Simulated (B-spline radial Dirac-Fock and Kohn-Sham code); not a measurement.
**Auger decay of the 1s hole in I³⁺**

System: iodine as I³⁺ in the configuration [Kr] 4d10 5s2 5p2, inside a Watson sphere of charge -3 and radius 2.4 Å (a model of the Madelung potential; inside it an electron's potential energy is raised by 18.0 eV).

Method: one-electron (LDA, Dirac) transition rates at Dirac-Fock energies. Computed with an atomic code on a B-spline grid. Kinetic energies are configuration averages from the vacuum level; the two-hole energies are estimated from single-hole states. The rates lack the Breit term, which in heavy atoms raises K-L1L1 and K-L1L2.

| transition | kinetic energy (eV) | width (meV) | share (%) |
| --- | --- | --- | --- |
| K-L1L1 | 22611.0 | 78.0 | 6.4 |
| K-L1L2 | 22960.9 | 99.6 | 8.2 |
| K-L1L3 | 23260.1 | 135 | 11.1 |
| K-L2L3 | 23572.5 | 328 | 27.0 |
| K-L3L3 | 23869.5 | 160 | 13.2 |
| K-L1M1 | 26815.6 | 27.6 | 2.3 |
| K-L1M3 | 27010.4 | 25.8 | 2.1 |
| K-L2M3 | 27350.0 | 52.9 | 4.3 |
| K-L3M2 | 27586.4 | 51.1 | 4.2 |
| K-L3M3 | 27647.3 | 52.6 | 4.3 |

The listed channels hold 83 % of the non-radiative rate. Summed by principal shells, of 1.22 eV in all: KLL 67.0 %, KLM 24.6 %, KLN 4.9 %, KMM 2.1 %, KMN 0.9 %, KLO 0.4 %.
